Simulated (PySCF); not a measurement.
System: C2H10GeN, charge 1, multiplicity 1. It need not be the lowest isomer of its formula. SMILES: C[NH+](C)[GeH3]
Geometry from a B3LYP-D3(BJ)/def2-TZVP (Ansatz) optimisation:
```
N
H 1 1.0203
C 1 1.4969 2 107.46
H 3 1.0875 1 109.53 2 -59.01
H 3 1.0879 4 109.82 1 119.43
H 3 1.0885 4 109.74 5 120.38
C 1 1.4969 2 107.46 3 120.43
H 7 1.0875 1 109.53 2 59.01
H 7 1.0879 8 109.82 1 -119.43
H 7 1.0885 8 109.74 9 -120.38
Ge 1 2.0038 2 106.39 3 -119.79
H 11 1.5239 1 101.31 2 180.00
H 11 1.5242 12 115.76 1 109.85
H 11 1.5242 12 115.76 13 140.30
```
Charge +1, spin multiplicity 1.

Dispersion corrections to the total energy (kcal/mol) from the dftd3 and dftd4 libraries through PySCF: D3(BJ) without and D4 with the three-body term, each with the damping fitted for the functional named.

```json
[
 {"functional": "B3LYP", "D3(BJ)": "-11.78", "D4": "?"},
 {"functional": "HSE06", "D3(BJ)": "-4.46", "D4": "-4.28"},
 {"functional": "BP86", "D3(BJ)": "-10.76", "D4": "-7.28"},
 {"functional": "PW6B95", "D3(BJ)": "-3.42", "D4": "-4.63"},
 {"functional": "TPSS", "D3(BJ)": "-8.59", "D4": "?"},
 {"functional": "PBE0", "D3(BJ)": "-5.91", "D4": "-4.62"},
 {"functional": "HF", "D3(BJ)": "-50.16", "D4": "?"}
]
```

### Question
Fill in the missing entries.

### Answer

- B3LYP, D4: -8.84
- TPSS, D4: -7.44
- HF, D4: -20.09
